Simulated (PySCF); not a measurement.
**Hg²⁺ (mercury, charge +2) across methods**

[Xe] 4f14 5d9 6p1, one real determinant (an excited configuration). Calculation: PySCF 2.14, in aug-cc-pVTZ-PP with one added diffuse shell each of s, p, d, f, g type with ECP60MDF (7s7p6d4f3g, 113 functions); scalar relativity through the core potential. The B2PLYP total includes its PT2 part (frozen core); its orbital energies are those of the SCF part.

```json
{"method": "UHF", "E (hartree)": "-151.08418", "mean ε 5d α (eV)": "-40.767", "mean ε 5d β (eV)": "-39.542", "mean ε 6p α (eV)": "-19.641", "Σ⟨r²⟩ (bohr²)": "39.85", "⟨S²⟩": "2.002"}
{"method": "B2PLYP", "E (hartree)": "-151.7197", "mean ε 5d α (eV)": "-37.477", "mean ε 5d β (eV)": "-36.474", "mean ε 6p α (eV)": "-18.687", "Σ⟨r²⟩ (bohr²)": "39.61", "⟨S²⟩": "2.001"}
{"method": "LDA", "E (hartree)": "-151.6460", "mean ε 5d α (eV)": "-33.662", "mean ε 5d β (eV)": "-32.790", "mean ε 6p α (eV)": "-17.645", "Σ⟨r²⟩ (bohr²)": "39.52", "⟨S²⟩": "2.000"}
{"method": "wB97X-V", "E (hartree)": "-151.8838", "mean ε 5d α (eV)": "-38.009", "mean ε 5d β (eV)": "-37.191", "mean ε 6p α (eV)": "-19.960", "Σ⟨r²⟩ (bohr²)": "39.44", "⟨S²⟩": "2.001"}
{"method": "r2SCAN", "E (hartree)": "-151.9692", "mean ε 5d α (eV)": "-33.995", "mean ε 5d β (eV)": "-33.015", "mean ε 6p α (eV)": "-17.657", "Σ⟨r²⟩ (bohr²)": "39.28", "⟨S²⟩": "2.001"}
{"method": "PBE", "E (hartree)": "-151.9364", "mean ε 5d α (eV)": "-33.513", "mean ε 5d β (eV)": "-32.648", "mean ε 6p α (eV)": "-17.485", "Σ⟨r²⟩ (bohr²)": "39.44", "⟨S²⟩": "2.001"}
{"method": "PBE0", "E (hartree)": "-151.9107", "mean ε 5d α (eV)": "-35.582", "mean ε 5d β (eV)": "-34.641", "mean ε 6p α (eV)": "-18.173", "Σ⟨r²⟩ (bohr²)": "39.42", "⟨S²⟩": "2.001"}
```

Task: Estimate the same row for M06.

Result: E (hartree) = -151.9189; mean ε 5d α (eV) = -35.606; mean ε 5d β (eV) = -34.703; mean ε 6p α (eV) = -17.769; Σ⟨r²⟩ (bohr²) = 39.44; ⟨S²⟩ = 2.000.

⟨L²⟩ = 8.05 against 12 for a pure F term, so this real determinant mixes terms. Energies and moments cover only the electrons outside the core potential. Spin-orbit coupling, absent here, splits the open shell strongly.
